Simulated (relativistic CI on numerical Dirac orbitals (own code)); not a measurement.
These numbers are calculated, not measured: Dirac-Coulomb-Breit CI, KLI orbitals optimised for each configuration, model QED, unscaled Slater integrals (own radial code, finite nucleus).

The strongest absorption lines from the ground level of an ion, among the configurations computed and to levels below about 936 eV (vacuum wavelength in Å, gf): 14.776 (0.11), 46.527 (0.074), 48.301 (2.1), 49.887 (0.68), 55.312 (1.3), 60.907 (0.25), 63.728 (0.59), 65.046 (0.22).

Problem. Which ion is it?
A. La38+
B. Sb32+
C. Sb34+
D. Cd29+

Solution. B. Sb32+ has 19 electrons and the ground level 3s²3p⁶3d ²D3/2; the strongest line goes to 3s²3p⁵3d² ²D°3/2. The pattern of lines fixes the number of electrons, and along that sequence the line energies rise steadily with the charge (about as its square where n changes within one kind of shell, about linearly where n is kept but much faster in heavy ions where fine structure, which grows about as Z⁴, sets the gap, and irregularly where shells cross), which fixes Z. Configurations outside the model, such as inner-shell arrays, can give stronger lines. At this charge energies of transitions that change n are usually good to better than 1 %, and those within a shell (Δn = 0) to a few per cent.

LS names give the leading component of a level, which can be under half, so a name can repeat, a term be missing and a line seem to break the LS rules.
